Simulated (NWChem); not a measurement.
System: C2H6OSi2; SMILES [SiH3]C1=C[SiH2]O1

```xyz
11

Si     0.0552    -2.1559     0.0000
C     -0.1153    -0.2735     0.0000
C     -1.1963     0.5481     0.0000
Si     0.0549     1.9005     0.0000
O      1.0526     0.4782     0.0000
H      0.8039    -2.5884    -1.2162
H      0.8039    -2.5884     1.2162
H     -1.3126    -2.7514     0.0000
H     -2.2509     0.2837     0.0000
H      0.2601     2.7346    -1.2174
H      0.2601     2.7346     1.2174
```
Atoms are numbered in this order, from 1.

Geometry: optimised at PBE0/def2-SVP. B3LYP is NWChem's, with the RPA form of VWN correlation.

**Question.** Give the principal values of the shielding tensors (ppm) of Si1, C2, C3, Si4, O5 from B3LYP/6-31G* (spherical d), GIAO (NWChem), with their diamagnetic and paramagnetic parts as GIAO splits them.

**Answer.** 
```csv
atom,σ11,σ22,σ33,isotropic,diamagnetic,paramagnetic
Si1,438.0,472.6,489.1,466.6,883.1,-416.5
C2,-98.4,49.3,84.0,11.7,252.9,-241.3
C3,-26.4,111.9,152.7,79.4,254.0,-174.6
Si4,288.9,363.9,469.1,373.9,881.8,-507.8
O5,86.7,231.0,295.4,204.4,389.0,-184.6
```
